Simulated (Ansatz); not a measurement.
One change: `N#CCCl` becomes `N#C[CH2][AlH2]`.

Ansatz, PBE0-D4/def2-TZVP geometries, multiplicity 1. 

```tsv
property	`N#CCCl`
zero-point energy (PBE0-D4/def2-TZVP) / kJ/mol	97.6
HOMO–LUMO gap (B3LYP/def2-TZVPP) / eV	7.84
HOMO–LUMO gap (ωB97M-V/def2-TZVPP) / eV	12.89
LUMO energy (B3LYP/def2-TZVPP) / eV	-1.16
HOMO energy (B3LYP/def2-TZVPP) / eV	-9.01
HOMO energy (PBE/def2-TZVPP) / eV	-7.82
```

Problem. What does the change do to each property? (An estimate is asked.)

Solution. The calculation gave: 
```json
{"property": "zero-point energy (PBE0-D4/def2-TZVP) / kJ/mol", "`N#C[CH2][AlH2]`": "127.1", "shift": "29.5"}
{"property": "HOMO–LUMO gap (B3LYP/def2-TZVPP) / eV", "`N#C[CH2][AlH2]`": "6.07", "shift": "-1.77"}
{"property": "HOMO–LUMO gap (ωB97M-V/def2-TZVPP) / eV", "`N#C[CH2][AlH2]`": "10.32", "shift": "-2.57"}
{"property": "LUMO energy (B3LYP/def2-TZVPP) / eV", "`N#C[CH2][AlH2]`": "-2.03", "shift": "-0.87"}
{"property": "HOMO energy (B3LYP/def2-TZVPP) / eV", "`N#C[CH2][AlH2]`": "-8.10", "shift": "0.91"}
{"property": "HOMO energy (PBE/def2-TZVPP) / eV", "`N#C[CH2][AlH2]`": "-7.11", "shift": "0.71"}
```

With PBE0 the HOMO rises by 0.95 eV and the LUMO falls by 0.91 eV, so the gap narrows by about 1.86 eV. PBE moves the HOMO by 0.71 eV and ωB97M-V by 1.07 eV. The zero-point energy changes by 29.5 kJ/mol with +6 modes.

B3LYP here is the variant with VWN-RPA as its local correlation; programs differ in this.
